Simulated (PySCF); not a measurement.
(Z)-1,2-dichloro-1-fluoroprop-1-ene (C₃H₃Cl₂F), SMILES C/C(Cl)=C(\F)Cl.

Geometry: TPSSh-D3(BJ)/def2-SVP.

Two levels are set side by side: TDA-PBE/def2-SVPD (PySCF) and TDA-PBE0/def2-SVPD (PySCF). Vertical, same geometry. The lowest singlet is HOMO→LUMO+1 99 % with PBE and HOMO→LUMO+1 98 % with the other functional; states are paired by order. Differences are taken from unrounded values.

```
quantity                               TDA-PBE0  TDA-PBE  TDA-PBE minus TDA-PBE0
-------------------------------------  --------  -------  ----------------------
lowest singlet excitation (eV)             5.61     5.15                   -0.46
lowest triplet excitation (TDA) (eV)       3.91     3.95                    0.04
first bright state (f over 0.05) (eV)      6.92     6.47                   -0.44
its oscillator strength                    0.53     0.40                   -0.13
```

A lower first singlet is the usual sign of a functional without exact exchange. Differences between two approximate levels are no errors against the true value.

Rough cost on one machine, each run with all the roots and properties that it gave: TDA-PBE0 against TDA-PBE about 2 times.
